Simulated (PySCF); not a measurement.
## Electron correlation in Cl⁺ (chlorine, charge +1)

[Ne] 3s1 3p5, high-spin 3P determinant (an excited configuration). Calculation: PySCF 2.14, in dyall-av3z; no relativity, point nucleus. Frozen: [Ne]; 6 electrons correlated; the 23 highest virtual orbitals of each spin left out.

```
  level  correlation energy (mhartree)
   CCSD                        -232.48
    (T)                         -18.09
CCSD(T)                        -250.57
```

Diagnostics: T1 = 0.017, D1 = 0.0358, largest double amplitude 0.175.

Q: Is a single reference adequate?

A: Not fully. A double-excitation amplitude exceeds 0.15, a sign of near-degeneracy.
